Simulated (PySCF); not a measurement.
Radial density of Os⁺ (osmium, charge +1)

BHandHLYP, [Xe] 4f14 5d5 6s2, high-spin 6S determinant (an excited configuration). Calculation: PySCF 2.14, in aug-cc-pwCVTZ-PP with ECP60MDF (8s8p7d4f3g, 122 functions); scalar relativity through the core potential. This is the valence pseudo-density: the core potential removes the inner electrons and smooths the orbitals near the nucleus.

```
r (bohr)  4πr²ρ (e/bohr)  4πr²(ρα − ρβ)
   0.134       1.545e-05         0.0000
   0.225       0.0006846         0.0002
   0.379         0.07674         0.0079
   0.638           4.045         0.3601
    1.07           12.64         3.0941
    1.80           4.882         2.7546
    3.04           1.147         0.3731
    5.11         0.07583        -0.0063
    8.59       0.0002456        -0.0001
```

Energies and moments cover only the electrons outside the core potential. Spin-orbit coupling, which splits the p, d and f shells strongly at this Z, is absent.

Problem. Where is the radial spin density 4πr²(ρα − ρβ) most negative, and why is it negative at all?

Solution. Around r = 5.11 bohr, down to -0.0063 e/bohr: exchange with the open shell polarises the paired shells in an unrestricted calculation.
